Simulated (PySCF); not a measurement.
PySCF input file for C2H9FOSi2, SMILES [SiH3][C@@H](O)C[SiH2]F, PBE-D3(BJ)/def2-SVP. Geometry optimised at PBE-D3(BJ)/def2-SVP. The structure was generated by enumeration; whether it is a known compound was not checked. One conformer was computed; it need not be the lowest.

```python
import numpy as np
from pyscf import gto, scf, dft, df
from pyscf.hessian import thermo

mol = gto.M(
    atom='''
    O    -1.34973783    0.16477410   -2.16374591
    C    -0.57784064   -0.31029421   -1.05304372
    Si   -1.71612926   -1.36427967    0.08378090
    C     0.17282684    0.82037370   -0.33443368
    Si    1.40987893    0.28945673    0.99254330
    F     2.47921796    1.52037932    1.20110252
    H    -1.98787052    0.81238901   -1.80754082
    H     0.16941536   -1.00228582   -1.50144468
    H    -0.96506790   -1.92891827    1.26577510
    H    -2.80694154   -0.45820562    0.59655327
    H    -2.33257198   -2.48665234   -0.69916300
    H    -0.54728297    1.53059100    0.13244439
    H     0.74424835    1.40673507   -1.08941673
    H     0.75339933    0.03489189    2.31754912
    H     2.17520035   -0.92310752    0.54161329
    ''',
    basis='def2-SVP',
    charge=0,
    spin=0,
    max_memory=1600,
    verbose=3,
)
mf = dft.RKS(mol, xc='pbe').density_fit(auxbasis='def2-universal-jkfit')
mf.disp = 'd3bj'
mf.grids.level = 3
mf.conv_tol = 1e-11
mf.max_cycle = 100
mf.kernel()

# [left out here: the lines that compute and print the analytic Hessian (its translational invariance restored by hand, since the grid's response is missing), thermochemistry and intensities]
```

Output:

```
converged SCF energy = -834.75260569583

WARN: DFTD3 does not support analytical Hessian, using finite difference


WARN: Mole.unit (angstrom) is changed to Bohr

Mode                                 0                   1                   2
Irrep
Freq [cm^-1]                       41.5100             74.6801            133.3820
Reduced mass [au]                   3.9065              3.3102              3.0586
Force const [Dyne/A]                0.0040              0.0109              0.0321
Char temp [K]                      59.7236            107.4480            191.9070
Normal mode                   x     y     z       x     y     z       x     y     z
       0   O                 0.00 -0.01  0.01   -0.07  0.01 -0.00   -0.04  0.07  0.04
       1   C                -0.00 -0.03  0.01   -0.00  0.00 -0.05   -0.01 -0.03 -0.01
       2  Si                -0.05  0.02  0.01    0.08  0.03  0.04   -0.03 -0.03 -0.04
       3   C                 0.04 -0.04 -0.02    0.06 -0.00 -0.11    0.08 -0.09 -0.03
       4  Si                 0.08 -0.03 -0.05   -0.04 -0.01 -0.01    0.02  0.01  0.07
       5   F                -0.08  0.08  0.08   -0.04 -0.03  0.07   -0.01  0.06 -0.06
       6   H                 0.04  0.02  0.00   -0.02  0.03  0.03    0.04  0.10  0.11
       7   H                -0.03 -0.06  0.00   -0.04 -0.01 -0.09   -0.07 -0.06 -0.08
       8   H                -0.08 -0.05 -0.01    0.19 -0.04 -0.06   -0.03 -0.15 -0.10
       9   H                 0.01  0.09  0.03    0.17  0.05  0.20    0.04  0.00  0.06
      10   H                -0.13  0.08 -0.01   -0.06  0.07  0.08   -0.13  0.06 -0.09
      11   H                 0.06 -0.03  0.01    0.10  0.06 -0.16    0.12 -0.01 -0.09
      12   H                 0.02 -0.05 -0.04    0.12 -0.08 -0.12    0.14 -0.16 -0.04
      13   H                 0.09 -0.24 -0.09   -0.16  0.02 -0.07   -0.04  0.18  0.07
      14   H                 0.23  0.10 -0.16   -0.03 -0.04  0.07    0.05 -0.04  0.26
Mode                                 3                   4                   5
Irrep
Freq [cm^-1]                      157.1475            188.6590            254.3480
Reduced mass [au]                   2.1929              1.6902              2.6544
Force const [Dyne/A]                0.0319              0.0354              0.1012
Char temp [K]                     226.1003            271.4383            365.9502
Normal mode                   x     y     z       x     y     z       x     y     z
       0   O                -0.08 -0.04  0.06    0.00 -0.05  0.01   -0.07 -0.08  0.07
       1   C                 0.01  0.00  0.02    0.00 -0.01  0.03    0.09 -0.02 -0.01
       2  Si                -0.03 -0.02 -0.03   -0.03 -0.03 -0.02    0.04  0.06 -0.05
       3   C                 0.06  0.03 -0.07   -0.02  0.04 -0.01   -0.01  0.01  0.04
       4  Si                 0.01  0.04 -0.02   -0.00  0.06 -0.02   -0.00 -0.02  0.02
       5   F                 0.06 -0.02  0.07    0.08 -0.02  0.05   -0.02  0.00 -0.03
       6   H                -0.10 -0.08  0.10    0.03 -0.00 -0.03   -0.11 -0.16  0.14
       7   H                -0.02 -0.00 -0.01    0.02 -0.01  0.06    0.12  0.06 -0.08
       8   H                -0.20  0.15  0.16    0.00 -0.41 -0.23   -0.16 -0.05  0.02
       9   H                -0.22 -0.09 -0.32    0.17  0.04  0.30    0.17  0.28 -0.14
      10   H                 0.24 -0.15 -0.06   -0.31  0.25 -0.20   -0.13  0.17 -0.07
      11   H                 0.09  0.08 -0.11   -0.03  0.04 -0.02   -0.08 -0.10  0.09
      12   H                 0.06 -0.04 -0.12   -0.05  0.03 -0.05   -0.05  0.12  0.10
      13   H                -0.07  0.06 -0.06   -0.04  0.05 -0.04    0.02 -0.03  0.03
      14   H                -0.00  0.01  0.02   -0.04  0.04 -0.04   -0.00 -0.02  0.01
Mode                                 6                   7                   8
Irrep
Freq [cm^-1]                      284.4652            343.4072            367.2069
Reduced mass [au]                   3.1245              1.4305              1.9995
Force const [Dyne/A]                0.1490              0.0994              0.1588
Char temp [K]                     409.2821            494.0865            528.3290
Normal mode                   x     y     z       x     y     z       x     y     z
       0   O                 0.05 -0.02  0.08    0.01  0.03  0.06   -0.09 -0.10 -0.05
       1   C                 0.05  0.05  0.10    0.06 -0.08 -0.02   -0.05  0.05  0.00
       2  Si                -0.00 -0.01  0.00    0.00 -0.01  0.01    0.01  0.02 -0.02
       3   C                 0.07  0.08 -0.02   -0.04 -0.04 -0.01   -0.00  0.02  0.02
       4  Si                -0.04 -0.03 -0.03   -0.03  0.03 -0.03    0.03 -0.02  0.04
       5   F                -0.07 -0.01 -0.06    0.01 -0.01  0.02    0.01  0.01  0.00
       6   H                 0.17  0.13  0.02    0.51  0.51  0.08    0.36  0.43 -0.21
       7   H                 0.05  0.02  0.14    0.06 -0.03 -0.09   -0.04  0.03  0.04
[...]
      11   H                 0.27  0.17  0.29    0.04  0.05 -0.04    0.30  0.50 -0.34
      12   H                 0.01 -0.18 -0.09   -0.05  0.08  0.02   -0.32  0.54  0.22
      13   H                -0.00 -0.02  0.00   -0.01  0.01 -0.00   -0.00  0.01 -0.00
      14   H                -0.01  0.00 -0.02    0.01 -0.00 -0.01    0.01  0.01 -0.00
Mode                                30                  31                  32
Irrep
Freq [cm^-1]                     2135.3262           2151.5836           2171.5652
Reduced mass [au]                   1.0305              1.0452              1.0347
Force const [Dyne/A]                2.7684              2.8509              2.8748
Char temp [K]                    3072.2589           3095.6498           3124.3988
Normal mode                   x     y     z       x     y     z       x     y     z
       0   O                -0.00 -0.00  0.00   -0.00  0.00 -0.00    0.00  0.00  0.00
       1   C                 0.00  0.00 -0.00    0.00 -0.00  0.00   -0.00 -0.00 -0.00
       2  Si                 0.01 -0.01  0.03    0.03 -0.02 -0.00    0.00 -0.00  0.00
       3   C                -0.00 -0.00  0.00   -0.00  0.00 -0.00   -0.00  0.00 -0.00
       4  Si                 0.00  0.00 -0.00   -0.00  0.00 -0.00    0.01 -0.03 -0.00
       5   F                 0.00  0.00 -0.00    0.00  0.00 -0.00    0.00 -0.00  0.00
       6   H                 0.00  0.00 -0.00   -0.00  0.01 -0.01   -0.00 -0.00 -0.00
       7   H                -0.00 -0.01  0.00    0.01 -0.00 -0.01    0.01 -0.00  0.00
       8   H                -0.46  0.34 -0.72   -0.15  0.11 -0.25   -0.04  0.03 -0.06
       9   H                 0.23 -0.20 -0.10   -0.66  0.55  0.32   -0.03  0.02  0.01
      10   H                 0.05  0.09  0.07   -0.02 -0.07 -0.04   -0.01 -0.02 -0.02
      11   H                -0.00 -0.00  0.00    0.00  0.00 -0.00    0.01 -0.00  0.01
      12   H                -0.00 -0.00 -0.00   -0.00  0.00  0.00    0.00  0.00  0.00
      13   H                -0.04 -0.01  0.08   -0.02 -0.00  0.03    0.13  0.04 -0.25
      14   H                 0.02 -0.02 -0.01    0.03 -0.04 -0.02   -0.48  0.75  0.28
Mode                                33                  34                  35
Irrep
Freq [cm^-1]                     2186.9696           2189.7487           2950.4948
Reduced mass [au]                   1.0467              1.0463              1.0596
Force const [Dyne/A]                2.9495              2.9560              5.4349
Char temp [K]                    3146.5624           3150.5609           4245.1050
Normal mode                   x     y     z       x     y     z       x     y     z
       0   O                 0.00  0.00  0.00   -0.00 -0.00 -0.00    0.00  0.00 -0.00
       1   C                -0.00 -0.00 -0.00    0.00  0.00  0.00   -0.01  0.01  0.01
       2  Si                -0.00 -0.01 -0.01    0.01  0.02  0.02    0.00  0.00 -0.00
       3   C                -0.00  0.00  0.00   -0.00  0.00 -0.00    0.01 -0.06  0.01
       4  Si                -0.02  0.00  0.03   -0.01  0.00  0.01   -0.00 -0.00 -0.00
       5   F                -0.00 -0.00  0.00    0.00  0.00  0.00    0.00  0.00  0.00
       6   H                -0.00 -0.00 -0.00    0.00 -0.00  0.00   -0.01  0.00  0.00
       7   H                -0.00 -0.00 -0.00   -0.00  0.00 -0.00    0.08 -0.08 -0.05
       8   H                -0.02  0.01 -0.03   -0.05  0.05 -0.08   -0.00 -0.00  0.00
       9   H                -0.03  0.02  0.01    0.08 -0.06 -0.03   -0.00 -0.00  0.00
      10   H                 0.16  0.29  0.20   -0.36 -0.66 -0.47   -0.00 -0.00  0.00
      11   H                -0.00  0.01  0.00   -0.00  0.00  0.00   -0.47  0.45  0.31
      12   H                 0.00 -0.00  0.00    0.00  0.00  0.00    0.34  0.32 -0.44
      13   H                 0.38  0.15 -0.76    0.16  0.06 -0.32   -0.00 -0.00  0.00
      14   H                 0.13 -0.20 -0.06    0.07 -0.11 -0.04   -0.00  0.00  0.00
Mode                                36                  37                  38
Irrep
Freq [cm^-1]                     2975.2056           3007.9658           3678.5008
Reduced mass [au]                   1.0844              1.1021              1.0665
Force const [Dyne/A]                5.6557              5.8750              8.5023
Char temp [K]                    4280.6584           4327.7931           5292.5437
Normal mode                   x     y     z       x     y     z       x     y     z
       0   O                -0.00  0.00  0.00    0.00  0.00 -0.00   -0.04  0.04  0.02
       1   C                 0.05 -0.05 -0.03   -0.01  0.01  0.01   -0.00  0.00  0.00
       2  Si                 0.00 -0.00 -0.00    0.00  0.00 -0.00    0.00 -0.00 -0.00
       3   C                -0.01 -0.01  0.01   -0.06  0.00  0.06    0.00 -0.00 -0.00
       4  Si                -0.00 -0.00  0.00   -0.00  0.00  0.00   -0.00  0.00 -0.00
       5   F                -0.00  0.00 -0.00    0.00  0.00 -0.00    0.00  0.00  0.00
       6   H                 0.01 -0.01 -0.01    0.00 -0.00  0.00    0.64 -0.64 -0.34
       7   H                -0.62  0.57  0.38    0.14 -0.12 -0.09    0.01 -0.01 -0.01
       8   H                 0.00  0.00 -0.00    0.00 -0.00  0.00   -0.00 -0.00  0.00
       9   H                -0.01  0.00  0.00    0.00 -0.00 -0.00   -0.00  0.00 -0.00
      10   H                 0.00  0.00  0.00   -0.00 -0.00 -0.00   -0.00 -0.00  0.00
      11   H                 0.03 -0.03 -0.01    0.41 -0.40 -0.26   -0.00  0.00  0.00
      12   H                 0.12  0.12 -0.16    0.34  0.36 -0.46   -0.00 -0.00 -0.00
      13   H                -0.00  0.00 -0.00    0.00 -0.00 -0.00    0.00 -0.00  0.00
      14   H                -0.00  0.00  0.00    0.00 -0.00 -0.00    0.00 -0.00  0.00
temperature 298.1500 [K]
pressure 101325.00 [Pa]
Rotational constants [GHz] 3.92965 1.04289 0.86741
Symmetry number 1
Zero-point energy (ZPE) 0.10175 [Eh]   267135.750 [J/mol]
                           tot       elec      trans        rot        vib
Entropy [J/mol/K]       400.423      0.000    168.889    120.890    110.645
Cv [J/mol/K]            140.745      0.000     12.472     12.472    115.801
Cp [J/mol/K]            149.059      0.000     20.786     12.472    115.801
Internal energy [J/mol]                      3718.434   3718.434 284536.557
Internal energy [Eh]   -834.64140  -834.75261
Enthalpy [J/mol]                             6197.391   3718.434 284536.557
Enthalpy [Eh]          -834.64045
Gibbs free energy [J/mol]                  -44156.907 -32324.787 251547.827
Gibbs free energy [Eh] -834.68593
mode   freq/cm-1   IR/(km/mol)
   1       41.51         1.788
   2       74.68         1.092
   3      133.38         2.593
   4      157.15         0.883
   5      188.66         4.135
   6      254.35         5.665
   7      284.47         8.615
   8      343.41        43.803
   9      367.21        74.040
  10      507.28         9.443
  11      536.43        18.081
  12      609.44        36.240
  13      680.29        37.900
  14      719.43        16.209
  15      730.91        25.232
  16      830.49        16.519
  17      835.57         7.737
  18      872.71       247.475
  19      894.91       190.956
  20      901.86        33.616
  21      909.16        68.138
  22      928.31       106.297
  23     1002.66        56.401
  24     1023.56        20.631
  25     1062.96        21.103
  26     1129.04       100.855
  27     1193.54         2.177
  28     1263.98         6.059
  29     1354.53        46.326
  30     1382.41         3.258
  31     2135.33        58.296
  32     2151.58        84.187
  33     2171.57        95.414
  34     2186.97        86.604
  35     2189.75       122.405
  36     2950.49         8.068
  37     2975.21         7.857
  38     3007.97         6.976
  39     3678.50        21.589
max |gradient| / (hartree/bohr): 0.0001552846952565362
APT charges: [-0.6146  0.3101  0.8631 -0.3355  1.3884 -0.6019  0.25   -0.029  -0.2489
 -0.2268 -0.2166 -0.0056 -0.0076 -0.2638 -0.2613]
```

The calculation finished and met its thresholds.

Cost: roughly 4 core-minutes.
